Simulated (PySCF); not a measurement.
Job file and geometry (Å, from GFN2-xTB) of an NMR shielding run on `[BH3-][P@@H+](C(=C)C)[C@@H](C)CC`, C₇H₁₈BP, GIAO PBE0/pcSseg-1 NMR shielding, non-relativistic, gas phase (PySCF 2.14.0, density-fitted response routines); density fitting, a coarse starting grid and PySCF grid level 2 are the driver's defaults:

```
$ OMP_NUM_THREADS=1 python probes_run.py task.json out

{"job": {"kind": "nmr", "xc": "PBE0", "basis": "pcSseg-1"}, "charge": 0, "multiplicity": 1}
B     -1.493884     2.303446     0.815752
P     -0.621424     0.619680     0.541756
C     -1.630496    -0.676694    -0.248113
C     -2.103309    -0.462676    -1.468507
C     -1.931755    -1.896438     0.564615
C      0.935762     0.643816    -0.468033
C      1.922291     1.611216     0.180187
C      1.536372    -0.736372    -0.759462
C      2.117749    -1.448578     0.455121
H     -1.681907     2.716675    -0.289551
H     -0.738019     2.966999     1.454563
H     -2.500446     2.036060     1.396456
H     -0.200114    -0.081793     1.671142
H     -1.881302     0.447402    -2.002075
H     -2.735994    -1.173904    -1.975502
H     -2.650383    -2.535076     0.054829
H     -2.341588    -1.604591     1.532010
H     -1.021521    -2.469215     0.745487
H      0.615939     1.072548    -1.429327
H      2.163988     1.300554     1.195041
H      2.843780     1.661169    -0.398116
H      1.485199     2.606371     0.227934
H      2.329122    -0.607420    -1.502123
H      0.763776    -1.364578    -1.211172
H      2.944014    -0.885092     0.879530
H      1.362829    -1.589002     1.225499
H      2.491423    -2.428084     0.165057
```

**Question.** Write the output of this run.

**Answer.** 
```
coarse grid: 21472 points
cycle   1  E = -643.0367874966  dE =  7.633e-01  |g| = 5.640e-01  |ddm| = 4.419e+00
cycle   2  E = -643.0383867475  dE = -1.599e-03  |g| = 5.726e-01  |ddm| = 1.252e+00
cycle   3  E = -643.1319675535  dE = -9.358e-02  |g| = 6.377e-02  |ddm| = 6.346e-01
cycle   4  E = -643.1325784362  dE = -6.109e-04  |g| = 4.379e-02  |ddm| = 1.042e-01
cycle   5  E = -643.1330640119  dE = -4.856e-04  |g| = 8.379e-03  |ddm| = 4.071e-02
cycle   6  E = -643.1330814923  dE = -1.748e-05  |g| = 2.029e-03  |ddm| = 1.066e-02
cycle   7  E = -643.1330826215  dE = -1.129e-06  |g| = 3.478e-04  |ddm| = 2.573e-03
final grid: 198288 points
cycle   8  E = -643.1892864391  dE = -7.724e-05  |g| = 1.049e-02  |ddm| = 4.667e-02
cycle   9  E = -643.1892818210  dE =  4.618e-06  |g| = 1.142e-02  |ddm| = 1.893e-02
cycle  10  E = -643.1893156968  dE = -3.388e-05  |g| = 8.612e-04  |ddm| = 1.017e-02
cycle  11  E = -643.1893158861  dE = -1.894e-07  |g| = 2.690e-04  |ddm| = 1.239e-03
cycle  12  E = -643.1893159051  dE = -1.898e-08  |g| = 6.945e-05  |ddm| = 3.292e-04
cycle  13  E = -643.1893159062  dE = -1.100e-09  |g| = 2.757e-05  |ddm| = 1.044e-04
cycle  14  E = -643.1893159064  dE = -1.976e-10  |g| = 8.107e-06  |ddm| = 3.119e-05
converged SCF energy = -643.1893159064

GIAO shielding tensors (ppm)
atom      isotropic    diamagn.    paramagn.     s11        s22        s33       span
  0 B      150.973     189.904     -38.931    144.595    151.210    157.114     12.519
  1 P      335.525     971.744    -636.219    265.883    337.950    402.742    136.859
  2 C       37.967     270.802    -232.835    -79.410     32.069    161.242    240.652
  3 C       53.263     254.120    -200.857    -66.084     67.620    158.253    224.336
  4 C      158.169     246.638     -88.469    140.000    149.443    185.065     45.064
  5 C      149.472     256.702    -107.230    142.381    145.999    160.036     17.655
  6 C      171.190     249.237     -78.046    158.616    168.826    186.128     27.512
  7 C      159.520     250.253     -90.734    150.872    156.056    171.631     20.758
  8 C      177.849     249.614     -71.766    172.039    176.256    185.252     13.213
  9 H       30.954      30.852       0.102     27.624     29.668     35.570      7.946
 10 H       30.974      30.218       0.756     26.874     30.086     35.961      9.087
 11 H       30.828      29.697       1.131     26.950     29.406     36.127      9.178
 12 H       27.127      35.005      -7.879     24.394     26.377     30.609      6.215
 13 H       25.969      33.991      -8.022     21.456     24.409     32.042     10.586
 14 H       25.499      31.371      -5.872     22.099     24.964     29.433      7.334
 15 H       29.582      29.429       0.154     25.508     27.299     35.940     10.432
 16 H       29.515      29.327       0.188     25.259     28.422     34.863      9.605
 17 H       29.650      31.156      -1.506     24.730     30.322     33.898      9.168
 18 H       29.835      36.807      -6.972     27.128     27.548     34.830      7.702
 19 H       30.810      32.376      -1.566     27.074     29.303     36.052      8.978
 20 H       30.706      30.684       0.022     26.024     27.587     38.508     12.484
 21 H       29.804      31.049      -1.245     23.790     29.582     36.040     12.250
 22 H       30.172      32.695      -2.523     24.841     28.539     37.136     12.295
 23 H       29.748      35.043      -5.296     24.951     29.907     34.385      9.434
 24 H       30.704      31.148      -0.444     25.406     29.927     36.779     11.373
 25 H       30.874      33.384      -2.510     25.421     31.590     35.610     10.190
 26 H       30.732      29.434       1.298     26.313     27.245     38.639     12.326
```

Size and cost of the density-fitted run: 250 basis functions, 54 s wall time on 1 thread of an Arm Neoverse V2, shared host; peak memory 1.2 GiB.
